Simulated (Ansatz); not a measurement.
Cl4Ta (SMILES [Cl][Ta]([Cl])([Cl])[Cl]), doublet, geometry from GFN2-xTB (such geometries of metal compounds can be far from the true shape) (the multiplicity is a formal guess) (core potentials on Ta). Base run: B3LYP/def2-SV(P) (Ansatz, a program for electronic structure).

Here is a job for Ansatz.
Ansatz 0.2 input:
```yaml
crystal:
  periodic: [false, false, false]
  atoms:
    - {symbol: Ta, position_ang: [-0.00000000, -0.00000000, -0.00000000]}
    - {symbol: Cl, position_ang: [1.36619073, -0.65859833, -1.66508424]}
    - {symbol: Cl, position_ang: [0.04287916, 0.60583721, 2.16883772]}
    - {symbol: Cl, position_ang: [-0.42428951, 2.05293560, -0.82350971]}
    - {symbol: Cl, position_ang: [-0.98478038, -2.00017448, 0.31975623]}
basis:
  gaussian:
    orbitals: def2-SV_P_.json
hamiltonian:
  xc: b3lyp
magnetization: {spin_polarized: true, initial_magnetization: 1}
```
The basis file holds def2-SV(P) in the JSON format of the Basis Set Exchange.

Variants of this job, named by their change:

```tsv
change	basis functions	E (Eh)	core-seconds (rough)
base	97	-1897.52027	9
basis = def2-SVP	104	-1897.54127	10
basis = def2-SVPD	143	-1897.56176	20
basis = def2-TZVP	188	-1898.18891	30
basis = def2-TZVPP	224	-1898.19232	30
basis = def2-TZVPD	227	-1898.19086	50
```

Totals compare only among sets that treat the same electrons; sets with core potentials leave the core out.
